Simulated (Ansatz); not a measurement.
**Question.** Name a neutral molecule of F, S, Sn and H with HOMO–LUMO gap (PBE0/def2-TZVPP) between 6.95 and 7.25 eV and LUMO energy (PBE0/def2-TZVPP) between -1.10 and -0.80 eV (Ansatz, PBE0-D4/def2-TZVP geometry).

**Answer.** `[F][SnH2][SH]` (6.98 eV, -0.91 eV). Other molecules can fit too; these were computed, each in one conformer that needn't be the lowest.
